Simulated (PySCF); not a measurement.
# [Hf(OH)2(Br)2] (charge 0, multiplicity 1)

All values below come from TPSSh-D3(BJ)/def2-TZVP // TPSS-D3(BJ)/def2-SVP in PySCF 2.14.0.

```json
{
  "HOMO": "-7.61 eV",
  "dipole_moment": "3.91 D",
  "HOMO–LUMO gap": "6.09 eV",
  "LUMO": "-1.52 eV",
  "charge on the central atom (Mulliken)": "1.47 e",
  "total_energy": "-5348.1841 Ha",
  "cost": "around 6 core-minutes (rough)"
}
```

```xyz
7

Hf     0.0709     0.1090    -0.0523
O     -1.6643    -0.3709     0.5858
H     -2.5353    -0.7048     0.8318
O      0.4053    -0.6744    -1.7613
H      0.4573    -1.0772    -2.6363
Br     1.8133    -0.7368     1.5724
Br     0.1997     2.6256    -0.2633
```
Charge 0, spin multiplicity 1.
